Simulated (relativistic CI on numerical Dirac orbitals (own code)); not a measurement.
## d1 to d9 in one octahedral field

Computed with a parametric ligand-field model without spin-orbit coupling, by exact diagonalisation: B = 350, C = 1700, 10Dq = 26500 cm⁻¹ (Oh; |10Dq|/B = 75.7) for every shell. Energies in cm⁻¹; the field energy is (0.6 n_e − 0.4 n_t2) × 10Dq of the ground term; g labels are left out. So small a B with so large a field is typical of 4d and 5d ions, where spin-orbit coupling, left out here, reaches 1,000 to 4,000 cm⁻¹.

| Shell | Ground term | Electrons in e | Field energy | First spin-allowed bands | Lowest term of other spin |
| --- | --- | --- | --- | --- | --- |
| d1 | 2T2 | 0.000 | -10600 | 2E 26500 |  |
| d2 | 3T1 | 0.005 | -21069 | 3T2 25598, 3T1 29946 | 1T2 5592 |
| d3 | 4A2 | 0.000 | -31800 | 4T2 26500, 4T1 30513 | 2E 7957 |
| d4 | 3T1 | 0.009 | -42157 | 3E 24795, 3T1 25229 | 1T2 5026 |
| d5 | 2T2 | 0.018 | -52527 | 2A2 24248, 2T1 24368 | 4T1 18426 |
| d6 | ? | ? | ? | ? | ? |
| d7 | 2E | 1.009 | -47453 | 2T1 25075, 2T2 25536 | 4T1 18448 |
| d8 | 3A2 | 2.000 | -31800 | 3T2 26500, 3T1 30513 | 1E 6172 |
| d9 | 2E | 3.000 | -15900 | 2T2 26500 |  |

**Question.** Fill in the row of d6.

**Answer.** Ground term: 1A1; Electrons in e: 0.015; Field energy: -63205; First spin-allowed bands: 1T1 25159, 1T2 30335; Lowest term of other spin: 3T1 21633. Low spin: d4, d5, d6, d7; the other shells keep the spin of the free ion. Only d4 to d7 can choose; the field needed to pair spins is smallest for d6 and largest for d5, which loses most exchange energy. In the strong-field picture 10Dq must exceed about 6B + 5C = 10600 (d4), 7.5B + 5C = 11125 (d5), 2.5B + 4C = 7675 (d6) and 4B + 4C = 8200 (d7); mixing of terms shifts these bounds somewhat.
